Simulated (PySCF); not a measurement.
A structure optimised at B3LYP-D3(BJ)/def2-SVP, used in a PySCF frequency run:

```
P
O 1 1.4804
O 1 1.6120 2 116.40
H 3 0.9686 1 110.91 2 34.30
O 1 1.6120 2 116.40 3 120.00
H 5 0.9686 1 110.91 2 34.30
O 1 1.6120 2 116.40 5 120.00
H 7 0.9686 1 110.91 2 34.30
```
Charge 0, spin multiplicity 1.

Question: Write its SMILES, formula and point group.

Answer: O=P(O)(O)O, H₃O₄P, C3

Question: What are its rotational constants (standard atomic weights)?

Answer: 4.4330, 4.3744, 4.3744 GHz
